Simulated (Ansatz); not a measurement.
Process, species as SMILES: [O]=[Cr](=[O])=[O] -> [O]=[Cr](=[O])=[O] as triplet, charge 0
Structures are relaxed separately at B3LYP-D3(BJ)/def2-TZVP in Ansatz (an electronic-structure program). Frequencies are from Ansatz. Unstable Hartree-Fock reference: [O]=[Cr](=[O])=[O]. Markedly spin-contaminated UHF reference, which strains HF, MP2 and, less, CCSD(T): [O]=[Cr](=[O])=[O] as triplet, charge 0. High T1 diagnostic, so coupled cluster is less sure: [O]=[Cr](=[O])=[O], [O]=[Cr](=[O])=[O] as triplet, charge 0. [O]=[Cr](=[O])=[O] as triplet, charge 0: The spin state was set by rule; other spins were not relaxed. A spin state is the lowest found, not a proven ground state.

Quantity: adiabatic triplet-singlet gap (0 K, with B3LYP-D3(BJ) harmonic zero-point energies), in eV. Valence correlation only, unless marked. UHF or UKS for open shells. Spin-orbit coupling is left out. Frozen are the shells of the preceding noble gas and the d and f shells that filled before the atom's block. No relativistic terms. 

| level | program | adiabatic triplet-singlet gap (eV) |
|---|---|---|
| HF/def2-TZVPPD | Ansatz | -5.05 |
| HF/def2-QZVPP | Ansatz | -5.07 |
| r2SCAN-D3(BJ)/def2-TZVPD | Ansatz + dftd3 | 1.07 |
| PBE0-D3(BJ)/def2-TZVPD | Ansatz + dftd3 | 0.76 |
| HSE06/def2-TZVPD | Ansatz | 0.77 |
| CAM-B3LYP-D3(BJ)/def2-TZVPD | Ansatz + dftd3 | 0.67 |
| LC-wPBE-D4/def2-TZVPD | Ansatz + dftd4 | 0.79 |
| B2GP-PLYP-D3(BJ)/def2-TZVPD | Ansatz + dftd3 | 4.59 |
| B2PLYP-D4/def2-TZVPD | Ansatz + dftd4 | 3.14 |
| PBE-QIDH/def2-TZVPD | Ansatz | 3.94 |
| MP2/def2-SVP | Ansatz | 9.42 |
| RI-MP2/def2-TZVPP | Ansatz | 9.76 |
| SCS-MP2/def2-SVP | Ansatz | 8.25 |
| CCSD(T)/STO-3G | Ansatz | 1.05 |
